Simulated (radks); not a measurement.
The numbers below are computed, except where a source is named.
Question: Radial electron density D(r) = 4 pi r^2 rho(r) of an atom or ion with 26 electrons. Code: a radial shooting solver on a logarithmic mesh with Libxc functionals. Model: scalar-relativistic Kohn-Sham, PBE, spin-polarised, spherical densities, point nucleus.

| r (bohr) | D(r) (e/bohr) | spin D(r) |
|---|---|---|
| 0.004173 | 2.865 | -0.0000895 |
| 0.004743 | 3.565 | -0.000111 |
| 0.005348 | 4.359 | -0.000136 |
| 0.006029 | 5.307 | -0.000165 |
| 0.006798 | 6.430 | -0.000200 |
| 0.007665 | 7.748 | -0.000241 |
| 0.008642 | 9.278 | -0.000288 |
| 0.009822 | 11.16 | -0.000346 |
| 0.01107 | 13.16 | -0.000408 |
| 0.01249 | 15.39 | -0.000476 |
| 0.01408 | 17.81 | -0.000549 |
| 0.01587 | 20.39 | -0.000628 |
| 0.01804 | 23.22 | -0.000713 |
| 0.02034 | 25.87 | -0.000793 |
| 0.02293 | 28.37 | -0.000869 |
| 0.02586 | 30.58 | -0.000937 |
| 0.02916 | 32.34 | -0.000993 |
| 0.03314 | 33.57 | -0.00103 |
| 0.03736 | 34.00 | -0.00105 |
| 0.04212 | 33.68 | -0.00102 |
| 0.0475 | 32.68 | -0.000938 |
| 0.05355 | 31.16 | -0.000733 |
| 0.06086 | 29.32 | -0.000253 |
| 0.06862 | 27.79 | 0.000686 |
| 0.07737 | 26.89 | 0.00253 |
| 0.08724 | 26.96 | 0.00603 |
| 0.09836 | 28.17 | 0.0124 |
| 0.1109 | 30.43 | 0.0235 |
| 0.126 | 33.52 | 0.0438 |
| 0.1421 | 36.30 | 0.0749 |
| 0.1602 | 38.12 | 0.123 |
| 0.1807 | 38.27 | 0.194 |
| 0.2037 | 36.35 | 0.294 |
| 0.2315 | 32.23 | 0.440 |
| 0.261 | 27.20 | 0.618 |
| 0.2943 | 22.16 | 0.835 |
| 0.3318 | 18.26 | 1.08 |
| 0.3741 | 16.26 | 1.35 |
| 0.4252 | 16.30 | 1.64 |
| 0.4794 | 17.74 | 1.87 |
| 0.5406 | 19.47 | 2.03 |
| 0.6095 | 20.47 | 2.10 |
| 0.6872 | 20.09 | 2.06 |
| 0.781 | 18.10 | 1.91 |
| 0.8806 | 15.18 | 1.69 |
| 0.9929 | 11.84 | 1.43 |
| 1.119 | 8.662 | 1.15 |
| 1.262 | 5.985 | 0.876 |
| 1.423 | 3.939 | 0.634 |
| 1.617 | 2.410 | 0.421 |
| 1.824 | 1.463 | 0.268 |
| 2.056 | 0.8527 | 0.158 |
| 2.318 | 0.4729 | 0.0852 |
| 2.614 | 0.2457 | 0.0416 |
| 2.971 | 0.1112 | 0.0169 |
| 3.35 | 0.04730 | 0.00619 |
| 3.777 | 0.01765 | 0.00187 |

What is the nuclear charge?

Answer: Z = 28. The innermost maximum, from 1s, lies near gamma/Z bohr with gamma = sqrt(1 - (Z/c)^2) = 0.979, here 0.035 bohr (found: 0.0377), and its height grows with Z. The density is that of the nickel ion Ni2+ in [Ar] 3d8; the configuration itself is not fixed sharply by these data, and Z only to about a unit. D(r) has 3 maxima, at r = 0.0377, 0.172, 0.629 bohr, and minima at 0.0818, 0.396 bohr, inside which lie 2.11, 10.77 electrons.
